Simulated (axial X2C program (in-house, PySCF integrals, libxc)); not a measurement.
# FAsF⁻: properties at the nuclei

Calculated with an axial X2C code built on PySCF integrals: two-component X2C with atomic mean-field Coulomb and Gaunt terms, Gaussian nuclei, basis F dyall-av3z, As dyall-v3z with contracted cores.

F–As–F held linear, with bonds 1.968 and 1.968 Å (near the PBE0 minimum at charge -1 of the determinant lowest at the starting distance; the state shown can have its own minimum elsewhere, held linear; other orders of the atoms were not compared).

Determinant lowest in the PBE0 search, Ω = 1 (⟨Sz⟩ = 1.00, ⟨Lz⟩ = 0.00 at PBE0), spin on the atoms F 0.01, As 0.98, F 0.01:

```csv
level,A∥/gI F (MHz),qzz F (a.u.),A∥/gI As (MHz),qzz As (a.u.)
PBE0,-21.3,0.78,-664,3.43
HF,-15.6,0.75,-827,4.38
PBE,-26,0.75,-611,3.07
```

Determinant 0.70 eV from it at PBE0 and this distance, Ω = 0 (closed shell), highest spinor 79% As p, 16% F p:

```csv
level,qzz F (a.u.),qzz As (a.u.)
PBE0,0.73,3.56
HF,0.72,4.34
PBE,0.69,3.29
```

A∥ (defined per Ω) follows by multiplying with gI = μI/(I μN); qzz is the electric field gradient, eQq0 = 234.96 MHz × Q/barn × qzz. The operators were transformed with the bare-nucleus X2C matrices; with these basis sets, hyperfine constants and field gradients can be off by tens of per cent, and where levels differ in sign neither size nor sign is settled.

Problem. With gI(19F) = 5.2577, gI(75As) = 0.9597, Q(75As) = 0.311 barn (g factors from the IAEA table of nuclear moments by Stone; Q from Pyykkö, Mol. Phys. 2018), turn the PBE0 values of the first state into constants in MHz.

Solution. A∥(19F) = -21.3 × 5.2577 = -112 MHz; A∥(75As) = -664 × 0.9597 = -637 MHz; eQq0(75As) = 234.96 × (0.311) × (3.43) = 251 MHz.

The molecule was held linear; bending was not examined, so a bent shape may lie lower.

Each state is one determinant with collinear spin, which with several unpaired electrons need not be a pure state. Unrestricted Hartree–Fock can overshoot spin polarisation at the nuclei. For an anion, determinants above electron detachment, or with a positive highest level, are held by the basis set. A closed determinant beside an open π² or δ² triplet, such as (π1/2)², mixes with its partner pair into the 0⁺ component of the triplet and ¹Σ⁺, so its energy is not that of a level, and 0⁺ can lie lowest. With several open shells hyperfine constants can be off by a factor of several. Open-shell Ω = 0 determinants with evenly filled partner blocks cannot be reached by this program, so the Ω shown need not be the lowest component. The search compared states at one distance, so a state with another bond length can lie lower. PBE0 term energies can be off by some tenths of an eV.
